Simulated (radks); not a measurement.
Problem. Spin polarisation of the 5d9 shell in neutral platinum. Start: [Xe] 4f14 5d(up 4.5, down 4.5) 6s(up 0.5, down 0.5); electrons of 5d are moved from spin down to spin up, other shells keep equal spins. Method: scalar-relativistic Kohn-Sham, LDA (Slater exchange, Perdew-Wang correlation), spin-polarised, spherical densities, finite nucleus; Fermi nuclear charge, rms radius of each element as measured or else 0.836 A^(1/3) + 0.57 fm; computed with a radial shooting solver on a logarithmic mesh with Libxc functionals. Estimate the energy gained and the exchange splitting at a moment of 1 Bohr magnetons.

Solution. At moment 1 the spin-polarisation energy is -0.129 eV and the 5d exchange splitting 0.516 eV, that is 0.516 eV per Bohr magneton; E = -I m^2/4 would give I = 0.516 eV.
